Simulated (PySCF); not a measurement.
HfI$_{4}$, singlet, at a GFN2-xTB geometry (such geometries of metal compounds can be far from the true shape) (core potentials on Hf, I); DF-PBE/def2-SV(P) (PySCF).

Input for PySCF:
```python
from pyscf import gto, scf, dft

mol = gto.Mole()
mol.atom = '''
    Hf   -0.00000000    0.00000000   -0.00000000
    I     2.15787916   -0.67548443   -1.60777706
    I     0.88007107    0.43252268    2.59539358
    I    -1.18880847    2.31130827   -0.97069936
    I    -1.84914175   -2.06834653   -0.01691715
'''
mol.basis = 'def2-sv(p)'
mol.ecp = {'Hf': 'def2-sv(p)', 'I': 'def2-sv(p)'}
mol.verbose = 4
mol.symmetry = True
mol.symmetry_subgroup = 'C2'
mol.build()

mf = dft.RKS(mol)
mf.xc = 'pbe'
mf = mf.density_fit(auxbasis='def2-universal-jkfit')
mf.kernel()
mf.analyze()
```

Problem. What does PySCF print? Leave out banner, timings and long lists.

Solution. 
```
PySCF version 2.14.0

[INPUT] verbose = 4
[INPUT] num. atoms = 5
[INPUT] num. electrons = 112
[INPUT] charge = 0
[INPUT] spin (= nelec alpha-beta = 2S) = 0
[INPUT] symmetry True subgroup C2
[INPUT] Mole.unit = angstrom
[INPUT] Symbol           X                Y                Z      unit          X                Y                Z       unit  Magmom
[INPUT]  1 Hf     0.000000000000   0.000000000000   0.000000000000 AA    0.000000000000   0.000000000000   0.000000000000 Bohr   0.0
[INPUT]  2 I      2.157879160000  -0.675484430000  -1.607777060000 AA    4.077800622307  -1.276480574108  -3.038258312758 Bohr   0.0
[INPUT]  3 I      0.880071070000   0.432522680000   2.595393580000 AA    1.663093292453   0.817349407863   4.904583051654 Bohr   0.0
[INPUT]  4 I     -1.188808470000   2.311308270000  -0.970699360000 AA   -2.246522422863   4.367739619742  -1.834355939691 Bohr   0.0
[INPUT]  5 I     -1.849141750000  -2.068346530000  -0.016917150000 AA   -3.494371472999  -3.908608472394  -0.031968780308 Bohr   0.0

nuclear repulsion = 666.871591121531
point group symmetry = Td, use subgroup C2
symmetry origin: [ 3.52660153e-09 -3.52660173e-09  3.52660155e-09]
symmetry axis x: [ 0.09636965 -0.85646254 -0.50713391]
symmetry axis y: [ 0.94826927 -0.07583836  0.30827575]
symmetry axis z: [-0.30248684 -0.51060793  0.80484859]
num. orbitals of irrep A = 67
num. orbitals of irrep B = 62
number of shells = 51
number of NR pGTOs = 294
number of NR cGTOs = 129
basis = def2-sv(p)
ecp = {'Hf': 'def2-sv(p)', 'I': 'def2-sv(p)'}

******** <class 'pyscf.df.df_jk.DFSymAdaptedRKS'> ********
method = DFSymAdaptedRKS
initial guess = minao
damping factor = 0
level_shift factor = 0
DIIS = <class 'pyscf.scf.diis.CDIIS'>
diis_start_cycle = 1
diis_space = 8
diis_damp = 0
SCF conv_tol = 1e-09
SCF conv_tol_grad = None
SCF max_cycles = 50
direct_scf = False
XC library pyscf.dft.libxc version 7.1.2
    S. Lehtola, C. Steigemann, M. J. T. Oliveira, and M. A. L. Marques,  SoftwareX 7, 1–5 (2018)
XC functionals = pbe
    J. P. Perdew, K. Burke, and M. Ernzerhof,  Phys. Rev. Lett. 77, 3865 (1996)
    J. P. Perdew, K. Burke, and M. Ernzerhof,  Phys. Rev. Lett. 78, 1396 (1997)
    J. P. Perdew, K. Burke, and M. Ernzerhof,  Phys. Rev. Lett. 77, 3865 (1996)
    J. P. Perdew, K. Burke, and M. Ernzerhof,  Phys. Rev. Lett. 78, 1396 (1997)
radial grids:
    Treutler-Ahlrichs [JCP 102, 346 (1995); DOI:10.1063/1.469408] (M4) radial grids

becke partition: Becke, JCP 88, 2547 (1988); DOI:10.1063/1.454033
pruning grids: <function nwchem_prune>
grids dens level: 3
symmetrized grids: True
atomic radii adjust function: <function treutler_atomic_radii_adjust>
small_rho_cutoff = 0
Freeze 0 electrons in irreps []
    112 free electrons in irreps A B
Set gradient conv threshold to 3.16228e-05
Initial guess from minao.
tot grids = 111624
init E= -1100.20030220691
HOMO (B) = -1.91778513260254  LUMO (A) = -1.68563275128913  gap/eV = 6.31719
cycle= 1 E= -1233.08286126089  delta_E= -133  |g|= 6.22  |ddm|= 19.3
HOMO (B) = 0.0285791140094952  LUMO (A) = 0.0285803096136117  gap/eV = 0.00003

WARN: A LUMO 0.0285803096136117 < system HOMO 0.0285791140094952

WARN: B HOMO 0.0285791140094952 > system LUMO 0.0285803096136117

WARN: B LUMO 0.0285811320142582 < system HOMO 0.0285791140094952

cycle= 2 E= -1223.86872361662  delta_E= 9.21  |g|= 7.01  |ddm|= 17.2
HOMO (B) = -0.095522758734492  LUMO (A) = 0.0794639353721367  gap/eV = 4.76163
cycle= 3 E= -1235.48458279791  delta_E= -11.6  |g|= 2.99  |ddm|= 10.2
HOMO (B) = -0.276960698568826  LUMO (A) = -0.172445718656865  gap/eV = 2.84400
cycle= 4 E= -1238.71322563528  delta_E= -3.23  |g|= 0.988  |ddm|= 5.46
HOMO (B) = -0.232544957159757  LUMO (A) = -0.117211602190062  gap/eV = 3.13838
cycle= 5 E= -1239.00056379376  delta_E= -0.287  |g|= 0.357  |ddm|= 1.72
HOMO (B) = -0.243479001006631  LUMO (A) = -0.141980005203999  gap/eV = 2.76193
cycle= 6 E= -1239.03566481494  delta_E= -0.0351  |g|= 0.179  |ddm|= 0.741
HOMO (B) = -0.251481018548839  LUMO (A) = -0.13848730407718  gap/eV = 3.07472
cycle= 7 E= -1239.04837811735  delta_E= -0.0127  |g|= 0.042  |ddm|= 0.295
HOMO (B) = -0.251539957896271  LUMO (A) = -0.135567300878343  gap/eV = 3.15578
cycle= 8 E= -1239.04883244491  delta_E= -0.000454  |g|= 0.0217  |ddm|= 0.082
HOMO (B) = -0.251921069733061  LUMO (A) = -0.136719216308162  gap/eV = 3.13480
cycle= 9 E= -1239.04903438485  delta_E= -0.000202  |g|= 0.00195  |ddm|= 0.0359
HOMO (B) = -0.251945300549848  LUMO (A) = -0.136581770910466  gap/eV = 3.13920
cycle= 10 E= -1239.04903594115  delta_E= -1.56e-06  |g|= 0.000227  |ddm|= 0.00323
HOMO (B) = -0.25195760726171  LUMO (A) = -0.136579109502572  gap/eV = 3.13961
cycle= 11 E= -1239.04903596321  delta_E= -2.21e-08  |g|= 6.14e-05  |ddm|= 0.000387
HOMO (B) = -0.251959738751895  LUMO (A) = -0.136579912846022  gap/eV = 3.13964
cycle= 12 E= -1239.04903596485  delta_E= -1.63e-09  |g|= 6.17e-06  |ddm|= 0.000107
HOMO (B) = -0.251959684119212  LUMO (A) = -0.136579769062817  gap/eV = 3.13965
cycle= 13 E= -1239.04903596487  delta_E= -2.14e-11  |g|= 3.13e-06  |ddm|= 1e-05
HOMO (B) = -0.251959611083366  LUMO (A) = -0.136578892195248  gap/eV = 3.13967
Extra cycle  E= -1239.04903596482  delta_E= 4.82e-11  |g|= 1.18e-05  |ddm|= 1.8e-05
converged SCF energy = -1239.04903596482
**** SCF Summaries ****
Total Energy =                       -1239.049035964819268
Nuclear Repulsion Energy =             666.871591121531424
One-electron Energy =                -3482.704692697100654
Two-electron Energy =                 1576.784065610750076
Two-electron Coulomb Energy =         1671.604208674497158
DFT Exchange-Correlation Energy =      -94.820143063747082
HOMO-LUMO gap [eV] =                     3.139669280929668
Wave-function symmetry = A
occupancy for each irrep:      A    B
                              28   28
**** MO energy ****
MO #1 (B #1), energy= -6.62452581670674 occ= 2
MO #2 (A #1), energy= -6.6245257940202 occ= 2
MO #3 (B #2), energy= -6.62452559135616 occ= 2
MO #4 (A #2), energy= -6.6245255629506 occ= 2
MO #5 (A #3), energy= -4.68837778767436 occ= 2
MO #6 (B #3), energy= -4.68837775927063 occ= 2
MO #7 (A #4), energy= -4.68837670701027 occ= 2
MO #8 (B #4), energy= -4.68837668005749 occ= 2
MO #9 (A #5), energy= -4.68351957239746 occ= 2
MO #10 (B #5), energy= -4.68351954232933 occ= 2
MO #11 (A #6), energy= -4.68351824351578 occ= 2
MO #12 (B #6), energy= -4.68351821409564 occ= 2
MO #13 (A #7), energy= -4.68351820024618 occ= 2
MO #14 (B #7), energy= -4.68351819846603 occ= 2
MO #15 (A #8), energy= -4.68351778999363 occ= 2
MO #16 (B #8), energy= -4.68351777939952 occ= 2
MO #17 (A #9), energy= -2.43049913485 occ= 2
MO #18 (B #9), energy= -1.82675346350771 occ= 2
MO #19 (A #10), energy= -1.82674988599046 occ= 2
MO #20 (B #10), energy= -1.82674478785492 occ= 2
MO #21 (A #11), energy= -1.82672329653662 occ= 2
MO #22 (A #12), energy= -1.82487704283231 occ= 2
MO #23 (A #13), energy= -1.82486882182627 occ= 2
MO #24 (B #11), energy= -1.82486105950821 occ= 2
MO #25 (A #14), energy= -1.82485090337176 occ= 2
MO #26 (B #12), energy= -1.82484811565896 occ= 2
MO #27 (B #13), energy= -1.82484649698828 occ= 2
MO #28 (A #15), energy= -1.82483600944699 occ= 2
MO #29 (B #14), energy= -1.8248304491487 occ= 2
MO #30 (B #15), energy= -1.82059179424886 occ= 2
MO #31 (B #16), energy= -1.82059107289596 occ= 2
MO #32 (A #16), energy= -1.82059063224697 occ= 2
MO #33 (A #17), energy= -1.8205873717505 occ= 2
MO #34 (A #18), energy= -1.8205776252546 occ= 2
MO #35 (B #17), energy= -1.82057447131213 occ= 2
MO #36 (A #19), energy= -1.82057404146106 occ= 2
MO #37 (B #18), energy= -1.8205711697132 occ= 2
MO #38 (B #19), energy= -1.31259707286818 occ= 2
MO #39 (A #20), energy= -1.31259703729572 occ= 2
MO #40 (B #20), energy= -1.31259696552123 occ= 2
MO #41 (A #21), energy= -0.652973222612466 occ= 2
MO #42 (B #21), energy= -0.645540008658679 occ= 2
MO #43 (B #22), energy= -0.645540001748416 occ= 2
MO #44 (A #22), energy= -0.645539998706782 occ= 2
MO #45 (A #23), energy= -0.340728885481817 occ= 2
MO #46 (B #23), energy= -0.30281810969452 occ= 2
MO #47 (A #24), energy= -0.302817873342985 occ= 2
MO #48 (B #24), energy= -0.302817796516938 occ= 2
MO #49 (A #25), energy= -0.282914974589189 occ= 2
MO #50 (A #26), energy= -0.282914867858318 occ= 2
MO #51 (B #25), energy= -0.273285890737835 occ= 2
MO #52 (A #27), energy= -0.273285851939251 occ= 2
MO #53 (B #26), energy= -0.273285601783139 occ= 2
MO #54 (B #27), energy= -0.251959969685588 occ= 2
MO #55 (A #28), energy= -0.251959774776231 occ= 2
MO #56 (B #28), energy= -0.251959611083366 occ= 2
MO #57 (A #29), energy= -0.136578892195248 occ= 0
MO #58 (A #30), energy= -0.136578446571211 occ= 0
MO #59 (B #29), energy= -0.114768165599167 occ= 0
MO #60 (A #31), energy= -0.114768078934674 occ= 0
MO #61 (B #30), energy= -0.114767806925985 occ= 0
MO #62 (A #32), energy= -0.0472682681302237 occ= 0
MO #63 (A #33), energy= 0.0192731260860244 occ= 0
MO #64 (B #31), energy= 0.0192732014124953 occ= 0
Dipole moment(X, Y, Z, Debye): -0.00002, -0.00004,  0.00006
```
